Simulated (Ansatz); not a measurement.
Compare A (`O[SiH]1[SiH2]CS1`) with its isomer B (`[SiH3]S[SiH]1CO1`).

Computed with Ansatz on PBE0-D4/def2-TZVP structures; ΔE is electronic, products minus reactants. CCSD(T)/CBS adds triple-zeta CCSD(T) − MP2 to the extrapolated MP2 energy (def2 sets, frozen cores). Functionals use def2-TZVPP. B3LYP here is the variant with VWN-RPA as its local correlation; programs differ in this. Each species was taken in one conformer, which may not be the lowest.

**Question.** Which is lower in electronic energy at CCSD(T)/CBS, and by how much? (An estimate is asked.)

**Answer.** Ansatz gave: A, by 99.4 kJ/mol.

**Question.** Give E(B) − E(A) in kJ/mol with MP2/def2-TZVPP, PBE0-D4, r2SCAN-D4, CCSD(T)/def2-TZVPP, B3LYP-D4, PBE-D4, HF/def2-TZVPP. (Best estimate.)

**Answer.** Ansatz gave: MP2/def2-TZVPP 95.2, PBE0-D4 104.6, r2SCAN-D4 91.5, CCSD(T)/def2-TZVPP 95.6, B3LYP-D4 93.4, PBE-D4 98.3, HF/def2-TZVPP 90.9. None reverses the order clearly.

Largest T1 diagnostic: 0.013.

From PBE to PBE0 (25 % exact exchange), in def2-TZVPP and without D4, E(B) − E(A) moves by +6.7 kJ/mol. In def2-TZVPP, CCSD(T) changes the Hartree–Fock value by +4.7 kJ/mol (the triples alone add −0.2 kJ/mol) and MP2 by +4.3 kJ/mol.
